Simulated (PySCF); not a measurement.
# Pt⁺ (platinum, charge +1) across methods

[Xe] 4f14 5d8 6s1, 6s spin antiparallel (an excited configuration). Computed with PySCF 2.14 in aug-cc-pVQZ-PP with ECP60MDF, with a scalar-relativistic core potential.

```tsv
method	E (hartree)	mean ε 5d α (eV)	mean ε 5d β (eV)	mean ε 6s β (eV)	Σ⟨r²⟩ (bohr²)	⟨S²⟩
PBE	-119.0161	-16.986	-16.216	-13.888	42.83	1.752
PBE0	-118.9808	-18.706	-17.814	-14.607	42.65	1.753
LDA	-118.7731	-17.150	-16.290	-14.256	42.94	1.752
r2SCAN	-119.0353	-17.353	-16.535	-14.135	42.52	1.756
UHF	-118.19546	-23.069	-21.681	-15.920	42.90	1.757
TPSS	-118.9618	-16.940	-16.256	-13.754	42.76	1.753
TPSSh	-118.9532	-17.630	-16.888	-14.052	42.70	1.753
BLYP	-118.9744	-16.831	-16.086	-13.866	42.98	1.752
```

Energies and moments cover only the electrons outside the core potential. Spin-orbit coupling, absent here, splits the open shell strongly. With the s spin flipped the determinant is a mixture of two multiplicities, not a spectroscopic state.
